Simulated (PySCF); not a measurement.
A structure optimised at PBE-D3(BJ)/def2-SVP, used in a PySCF frequency run:

```
C
H 1 1.1117
H 1 1.1167 2 104.78
C 1 1.5336 2 111.33 3 118.31
H 4 1.1086 1 111.28 2 -178.42
H 4 1.1086 5 107.80 1 -122.74
H 4 1.1092 5 106.99 6 -115.29
B 1 1.5715 2 107.67 3 -111.54
O 8 1.3561 1 120.90 2 19.91
H 9 0.9760 8 112.63 1 177.13
Br 8 1.9655 9 118.09 10 -1.06
```
Charge 0, spin multiplicity 1.

Task: Write its SMILES and formula.

Result: CCB(O)Br, C2H6BBrO

Task: What are its rotational constants (standard atomic weights)?

Result: 3.9820, 2.1196, 1.4318 GHz
